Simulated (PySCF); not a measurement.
Compound: C₃H₈GeO.
Atom-mapped SMILES: `[CH3:1][CH2:2][C:3](=[O:4])[GeH3:5]` (hydrogens: H6, H7, H8 on C1; H9, H10 on C2; H11, H12, H13 on Ge5)

Computed with PySCF 2.14.0, PBE0-D3(BJ)/def2-SVP geometry optimisation, gas phase.

**Question.** What internal coordinates does the optimisation give?

**Answer.** 
```tsv
bond	length (bohr)	order
C1–C2	2.878	single
C2–C3	2.855	single
C3=O4	2.277	double
C3–Ge5	3.813	single
C1–H6, C1–H7, C1–H8	2.080	single
C2–H9, C2–H10	2.086	single
Ge5–H11, Ge5–H12, Ge5–H13	2.908	single
```

Bonds in one row agree within 0.02 bohr and their mean is given. Orders are formal, as drawn. A selection of angles:
```tsv
angle	degrees
C2–C1–H6	110.7
H6–C1–H7	107.7
C1–C2–C3	113.5
C1–C2–H9	112.0
C1–C2–H10	109.8
C3–C2–H9	107.3
H9–C2–H10	107.4
C2–C3–O4	122.8
C2–C3–Ge5	119.6
O4–C3–Ge5	117.6
C3–Ge5–H11	108.5
C3–Ge5–H13	112.9
H11–Ge5–H12	109.5
H11–Ge5–H13	108.5
```

Torsions: C1–C2–C3–O4 130° (anticlinal). The mirror-image conformer, all signs reversed, is as good.

Ge5 (germanium bonded to C and 3 H) is tetrahedral (angles from 107.2° to 112.9°).

Point group: C1 (no symmetry element, even within 0.4 Å). No PBE0-D3(BJ)/def2-SVP frequencies stand behind this structure, so it isn't proved a minimum. One conformer, not necessarily the lowest.
